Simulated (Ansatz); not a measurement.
ZnCl₂⁻. The state is a doublet with charge -1. Geometry r2SCAN-D4/def2-TZVPD.

| atom | x (Å) | y (Å) | z (Å) |
| --- | --- | --- | --- |
| Zn1 | 0.5546 | -0.5731 | -0.0815 |
| Cl2 | -0.1309 | 0.1548 | 1.9619 |
| Cl3 | -0.4237 | 0.4182 | -1.8804 |

At PBE-D4/def2-TZVPD the highest occupied level of the charge -1 doublet lies above zero (up to 0.41 eV). By energy differences its removal costs 2.27 eV (vertical, to the charge 0 singlet, at PBE-D4/def2-TZVPD); a positive level beside a positive removal energy at the same level points to self-interaction error. The structure comes from a short search, and lower isomers may exist.

**Question.** Estimate the α-spin orbital energies around the gap (eV) in Ansatz with PBE-D4/def2-TZVPD, r2SCANh-D4/def2-TZVPD, PBE0-D4/def2-SVPD, BHLYP-D4/def2-TZVPD, ωB97M-V/def2-TZVPD.

**Answer.** 
```csv
orbital,PBE-D4/def2-TZVPD,r2SCANh-D4/def2-TZVPD,PBE0-D4/def2-SVPD,BHLYP-D4/def2-TZVPD,ωB97M-V/def2-TZVPD
HOMO−5,-3.13,-3.95,-4.59,-5.72,-6.76
HOMO−4,-2.64,-3.45,-4.04,-5.20,-6.32
HOMO−3,-2.58,-3.41,-4.01,-5.20,-6.32
HOMO−2,-2.36,-3.16,-3.76,-4.91,-5.99
HOMO−1,-2.20,-3.00,-3.60,-4.76,-5.81
HOMO,0.41,-0.17,-0.46,-1.11,-2.27
LUMO,2.75,3.21,3.62,3.49,3.59
LUMO+1,2.98,3.63,4.28,3.66,3.73
LUMO+2,3.15,3.81,4.33,3.80,3.86
LUMO+3,3.90,4.53,5.72,4.58,4.67
LUMO+4,3.99,4.59,6.27,4.77,4.83
LUMO+5,4.11,4.84,6.71,5.08,5.68
β HOMO,-2.16,-2.95,-3.56,-4.70,-5.76
β LUMO,1.39,1.99,2.20,2.84,3.57
```
